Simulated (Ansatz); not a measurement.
BHBr (SMILES [BH]Br): where methods fail along a bond

BHBr: 3 atoms, total charge 0, spin state doublet. As SMILES, `[BH]Br`. The shape is that of a PBE0-D4/def2-TZVP optimisation.

```xyz
3

B    -0.0945   -0.5230   -0.1157
Br    1.1810    0.5632    0.7098
H    -1.0974   -0.1050   -0.6073
```

The B1–H3 distance is scanned; the parts on either side stay rigid. Basis STO-3G, 10 core orbitals frozen in the correlated methods; program Ansatz 0.2.0. FCI is exact within this basis and core. Energies in eV from each method's value at 1.193 Å; open shells run as named. The shape above is that at 1.193 Å.

```json
{"distance (Å)": "1.193", "UBLYP": "0.00", "U-r2SCAN0": "0.00", "UCAM-B3LYP": "0.00", "UMP2": "0.00", "UCCSD(T)": "0.00", "UCCSDT(Q)": "0.00", "FCI": "0.00"}
{"distance (Å)": "1.491", "UBLYP": "0.84", "U-r2SCAN0": "1.03", "UCAM-B3LYP": "1.00", "UMP2": "1.03", "UCCSD(T)": "0.88", "UCCSDT(Q)": "0.88", "FCI": "0.88"}
{"distance (Å)": "1.789", "UBLYP": "2.21", "U-r2SCAN0": "2.67", "UCAM-B3LYP": "2.61", "UMP2": "2.89", "UCCSD(T)": "2.32", "UCCSDT(Q)": "2.31", "FCI": "2.32"}
{"distance (Å)": "2.385", "UBLYP": "4.04", "U-r2SCAN0": "4.40", "UCAM-B3LYP": "4.44", "UMP2": "4.22", "UCCSD(T)": "3.87", "UCCSDT(Q)": "3.86", "FCI": "3.86"}
{"distance (Å)": "2.981", "UBLYP": "4.45", "U-r2SCAN0": "4.74", "UCAM-B3LYP": "4.72", "UMP2": "4.34", "UCCSD(T)": "3.92", "UCCSDT(Q)": "3.92", "FCI": "3.92"}
```

Departure from the FCI curve at its largest: UBLYP +0.54 eV at 2.98 Å; U-r2SCAN0 +0.83 eV at 2.98 Å; UCAM-B3LYP +0.81 eV at 2.98 Å; UMP2 +0.58 eV at 1.79 Å; UCCSD(T) +0.01 eV at 2.38 Å; UCCSDT(Q) within 0.005 eV. Functionals converge differently with the basis, so for them the departure isn't an error alone.
